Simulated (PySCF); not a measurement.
# Worked example: entropy of an ideal gas

HO3W, SMILES [O]=[W+](=[O])[OH], charge +1, multiplicity 1.

Geometry: PBE0-D3(BJ)/def2-SVP. The multiplicity is an assumed one; other spin states were not compared. The isomer is the one that the SMILES or the coordinates give; other isomers of the formula were not compared. The def2 effective core potentials stand for the cores of W; spin–orbit coupling is left out. Other conformers were not sampled.

PBE0-D3(BJ)/def2-SVP in PySCF gives the harmonic wavenumbers 220, 268, 297, 401, 602, 853, 1053, 1104, 3800 cm⁻¹ and the rotational temperatures 0.3246, 0.2718, 0.1949 K. The molar mass is 232.84 g/mol, the symmetry number 1, the spin multiplicity 1.

Work out the entropy at 298.15 K and 1 atm in the rigid-rotor, harmonic-oscillator model.


Translation (Sackur–Tetrode at 1 atm): S = R[1.5 ln M + 2.5 ln T − 1.16487] = 176.7 J/(mol K).
Rotation: q = (√π/σ) T^1.5/√(θA θB θC) = 69600, S = R[ln q + 3/2] = 105.2 J/(mol K).
Vibration: with u = 1.4388 ν/T, each mode gives R[u/(e^u − 1) − ln(1 − e^−u)]:
| ν (cm⁻¹) | modes | u | S (J/(mol K)) |
|---|---|---|---|
| 220 | 1 | 1.06 | 8.20 |
| 268 | 1 | 1.29 | 6.73 |
| 297 | 1 | 1.43 | 6.00 |
| 401 | 1 | 1.94 | 4.01 |
| 602 | 1 | 2.91 | 1.87 |
| 853 | 1 | 4.12 | 0.70 |
| 1053 | 1 | 5.08 | 0.32 |
| 1104 | 1 | 5.33 | 0.26 |
The stiffer modes add less than 0.005 each. Sum 28.1 J/(mol K).
Spin: R ln 1 = 0.0 J/(mol K).
Total 310.0 J/(mol K); the program's own thermochemistry gives 310.0. Translation makes up 57 % and vibration 9 %. Anharmonicity, hindered rotation and orbital degeneracy are left out.
